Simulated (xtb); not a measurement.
BrH2InO2, SMILES [OH][In]([OH])[Br]. All values are semi-empirical tight-binding results from xtb (GFN2-xTB unless named), good for trends rather than for accurate numbers. Geometry optimised at GFN2-xTB. Other conformers were not sampled.

For metal compounds this method's bond lengths and energies can be far off.

| Item | Value |
|---|---|
| point group as xtb finds it | Cs |
| orbital gap | 2.97 eV |
| zero-point energy | 15.2 kcal/mol |
| G − E(el) at 298.15 K (modified RRHO) | -5.9 kcal/mol |
